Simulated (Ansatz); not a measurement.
Ligand exchange: Cl2 + C2H3In → HCl + C2H2ClIn

Species: Cl2 (chlorine), singlet; C2H3In `C#[C][InH2]`, singlet; HCl (hydrogen chloride), singlet; C2H2ClIn `C#[C][InH][Cl]`, singlet. The partners trade Cl for H: Cl–Cl and In–H bonds give way to Cl–H and In–Cl.

Shapes, held fixed at every level: PBE0-D4/def2-TZVP. Programs: Ansatz 0.2.0. The zero-point and thermal change to 298 K, harmonic and unscaled (PBE0-D4/def2-TZVP), is +4.9 kJ/mol.

Question: Estimate ΔH(298 K) of this reaction.

Answer: The highest level, CCSD(T)/def2-TZVPP, gives ΔH(298 K) = -297.9 kJ/mol; the levels span -312.2 to -273.4. The column of differences is taken from that level and isn't an error. No measured value is set beside it here. For atoms past krypton def2 sets carry core potentials with scalar relativity. Correlated rows may include outer-core shells of In, which these sets cover unevenly. Times are processor times on shared x86 and Arm servers, and rough.

| level | kind | ΔH(298 K) (kJ/mol) | less CCSD(T)/def2-TZVPP | CPU time (sum over the molecules) |
| --- | --- | --- | --- | --- |
| SPW92/def2-TZVPP | LDA | -273.4 | +24.5 | 6.6 s |
| PBE-D4/def2-TZVPP | GGA | -274.0 | +23.9 | 12 s |
| r2SCAN-D4/def2-TZVPP | meta-GGA | -294.4 | +3.5 | 19 s |
| PBE0-D4/def2-TZVPP | global hybrid | -287.8 | +10.1 | 11 s |
| wB97M-V/def2-TZVPP | range-separated hybrid | -288.3 | +9.6 | 36 s |
| CCSD(T)/def2-SVP | coupled cluster or CI | -312.2 | -14.3 | 12 s |
| CCSD(T)/def2-TZVPP | coupled cluster or CI | -297.9 | 0.0 | 48 s |
